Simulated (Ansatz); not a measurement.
Total energies of Ge(OH)2H2 (GeO₂H₄) from Ansatz at r2SCAN-D4/def2-TZVPD, gas phase (1 Eh = 27.2114 eV = 2625.5 kJ/mol). The reference geometry is relaxed at r2SCAN-D4/def2-TZVP.

```json
{"state": "charge 0 singlet", "geometry": "reference", "energy (Eh)": "-2229.88819"}
{"state": "charge -1 doublet", "geometry": "reference", "energy (Eh)": "-2229.85731"}
{"state": "free Ge atom (triplet)", "geometry": "–", "energy (Eh)": "-2076.90354"}
{"state": "free O atom (triplet)", "geometry": "–", "energy (Eh)": "-75.05928"}
{"state": "free H atom (doublet)", "geometry": "–", "energy (Eh)": "-0.49993"}
```

Q: Work out the vertical electron affinity, to the doublet.

A: E(charge 0 singlet) − E(charge -1 doublet) = -2229.88819 − (-2229.85731) = -0.03088 Eh = -0.84 eV; negative, so the extra electron isn't bound.

Q: What is the binding energy per atom against free atoms?

A: Atoms: 1 × (-2076.90354) + 2 × (-75.05928) + 4 × (-0.49993) = -2229.02182 Eh. Binding: -2229.02182 − (-2229.88819) = 0.86637 Eh = 23.58 eV, or 3.37 eV for each of 7 atoms (no zero-point energy, no counterpoise term).

At r2SCAN-D4/def2-TZVPD the highest occupied level of the charge -1 doublet lies above zero (up to 2.42 eV). By energy differences it is unbound by 0.84 eV (vertical, against the charge 0 singlet, at r2SCAN-D4/def2-TZVPD) and held by the finite basis.
